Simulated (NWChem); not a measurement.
Species: CH$_{2}$F$_{2}$O$_{2}$Si; SMILES F[Si]1(F)OCO1

```xyz
8

F      0.0000    -1.2634     1.3402
Si     0.0000     0.0000     0.3706
F      0.0000     1.2634     1.3402
O     -1.1048     0.0000    -0.8671
C      0.0000     0.0000    -1.7740
O      1.1048     0.0000    -0.8671
H      0.0000    -0.9092    -2.3975
H      0.0000     0.9092    -2.3975
```
Atoms are numbered in this order, from 1.

Computed with NWChem. Coordinates come from a PBE0/def2-SVP optimisation. Level M06-2X/def2-SVP: energy and gradient on several grids; changes count from the extra-fine grid, which is no exact limit either.

```json
[
 {"grid": "xcoarse", "size of the energy change (μHa)": "6000", "largest change of a gradient component (μHa/bohr)": "3000"},
 {"grid": "coarse", "size of the energy change (μHa)": "900", "largest change of a gradient component (μHa/bohr)": "1000"},
 {"grid": "medium", "size of the energy change (μHa)": "50", "largest change of a gradient component (μHa/bohr)": "300"},
 {"grid": "fine", "size of the energy change (μHa)": "< 10", "largest change of a gradient component (μHa/bohr)": "70"},
 {"grid": "xfine", "size of the energy change (μHa)": "< 10", "largest change of a gradient component (μHa/bohr)": "< 30"}
]
```
